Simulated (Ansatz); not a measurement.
Ideal-gas functions of GeH₂O₂, SMILES `[OH][Ge][OH]` at 298.15 K and 1 bar, from an Ansatz frequency run at PBE0-D4/def2-TZVP.

Molar mass 106.62 g/mol, point group C2v (symmetry number 2), electronic degeneracy 1, moments of inertia 33.842, 65.266, 99.108 u Å². Harmonic wavenumbers (cm⁻¹, unscaled): 270, 309, 432, 661, 684, 686, 837, 3865, 3866.

Use S(trans) = R[1.5 ln M + 2.5 ln T − 1.1517]; rotational temperatures θ = 24.2544 K / I; S(rot) = R[ln(√π/σ · √(T³/θAθBθC)) + 1.5]; for each mode x = 1.438777 ν̃/T, S = R[x/(eˣ − 1) − ln(1 − e⁻ˣ)] and H = RT x/(eˣ − 1); 1 cm⁻¹ = 0.0119627 kJ/mol; R = 8.31446 J/(mol·K).

Q: By hand: the entropy, in J/(mol·K).

A: Translation 167.1. Rotation: θ = 0.7167, 0.3716, 0.2447 K, giving 93.9. Vibration, mode by mode: 6.68, 5.72, 3.57, 1.49, 1.36, 1.35, 0.75, 0.00, 0.00, in all 20.9. Electronic 0.0. Sum 281.9 J/(mol·K).

Q: By hand: H − E and G − E in kJ/mol, counted from the electronic energy.

A: Zero-point energy ½ × 11610 × 0.0119627 = 69.4; thermal vibration 4.2; translation, rotation and pV give 4 RT = 9.9. H − E = 83.5 kJ/mol, and G − E = 83.5 − 298.15 × 281.9/1000 = -0.5 kJ/mol.

Vibration gives 7 % of the entropy. The sum counts one conformer and one mirror image; others add a mixing term.
